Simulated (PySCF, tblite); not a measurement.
Isomers of C7H9NSSi, one GFN2-xTB conformer each. Single-point energies are computed at PBE0/pcSseg-1 (PySCF, gas phase, no added dispersion term), electronic only.

| SMILES | GFN2-xTB relative energy (kJ/mol) |
| --- | --- |
| C#CC[Si@@H]1C[C@@H](C#N)CS1 | 0.0 |
| C#C[SiH2]/C(=C/SC)CC#N | 158.0 |
| C#CCS[C@@H]1CC[Si@H]1C#N | 190.9 |

Conformers: `[CH:1]#[C:2][CH2:3][Si@@H:4]1[CH2:5][C@@H:6]([C:7]#[N:8])[CH2:9][S:10]1` with C2–C3–Si4–C5 40°, C3–Si4–C5–C6 -96°, Si4–C5–C6–C7 -168°, C5–C6–C9–S10 55°, C6–C9–S10–Si4 -34°; `[CH:1]#[C:2][SiH2:3]/[C:4](=[CH:5]/[S:6][CH3:7])[CH2:8][C:9]#[N:10]` with C2–Si3–C4–C5 -9°, C4–C5–S6–C7 -176°, Si3–C4–C8–C9 73°; `[CH:1]#[C:2][CH2:3][S:4][C@@H:5]1[CH2:6][CH2:7][Si@H:8]1[C:9]#[N:10]` with C2–C3–S4–C5 -60°, C3–S4–C5–C6 -77°, S4–C5–C6–C7 -130°, C5–C6–C7–Si8 10°, C6–C7–Si8–C9 -118°, S4–C5–Si8–C7 127°.

**Question.** What does PBE0/pcSseg-1 give for the same structures?

**Answer.** 
```tsv
SMILES	PBE0/pcSseg-1 E (Eh)	PBE0/pcSseg-1 (kJ/mol)	GFN2-xTB (kJ/mol)	point group
C#CC[Si@@H]1C[C@@H](C#N)CS1	-1013.83483	0.0	0.0	C1
C#CCS[C@@H]1CC[Si@H]1C#N	-1013.77279	162.9	190.9	C1
C#C[SiH2]/C(=C/SC)CC#N	-1013.77119	167.1	158.0	C1
```

Both levels put the same isomer lowest; measured from each level's own lowest isomer, the values differ by up to 28.0 kJ/mol (C#CCS[C@@H]1CC[Si@H]1C#N: 190.9 against 162.9). As drawn, the highest has a C=C bond outside aromatic rings, which the lowest lacks. Neighbours under 10 kJ/mol apart (C#CCS[C@@H]1CC[Si@H]1C#N and C#C[SiH2]/C(=C/SC)CC#N) can change places with a better method, another conformer or zero-point energy.

**Question.** Which frontier levels, dipoles and rotational constants go with these structures?

**Answer.** 
```tsv
SMILES	HOMO (eV, PBE0/pcSseg-1)	LUMO (eV)	dipole (D)	A, B, C (MHz)
C#CC[Si@@H]1C[C@@H](C#N)CS1	-7.24	-0.16	3.46	1325, 757.3, 606.5
C#CCS[C@@H]1CC[Si@H]1C#N	-6.80	-1.08	3.79	1443, 586.8, 503.1
C#C[SiH2]/C(=C/SC)CC#N	-6.65	-0.71	5.26	888.8, 782.5, 447.7
```

**Question.** What happens when harmonic zero-point energies from GFN2-xTB frequencies are added?

**Answer.** 
```json
{"SMILES": "C#CC[Si@@H]1C[C@@H](C#N)CS1", "ZPE (kJ/mol)": "360.6", "electronic (kJ/mol)": "0.0", "with ZPE (kJ/mol)": "0.0"}
{"SMILES": "C#CCS[C@@H]1CC[Si@H]1C#N", "ZPE (kJ/mol)": "354.9", "electronic (kJ/mol)": "162.9", "with ZPE (kJ/mol)": "157.1"}
{"SMILES": "C#C[SiH2]/C(=C/SC)CC#N", "ZPE (kJ/mol)": "343.0", "electronic (kJ/mol)": "167.1", "with ZPE (kJ/mol)": "149.4"}
```

The zero-point energies span 17.6 kJ/mol. The lowest isomer stays, but the order above it changes.
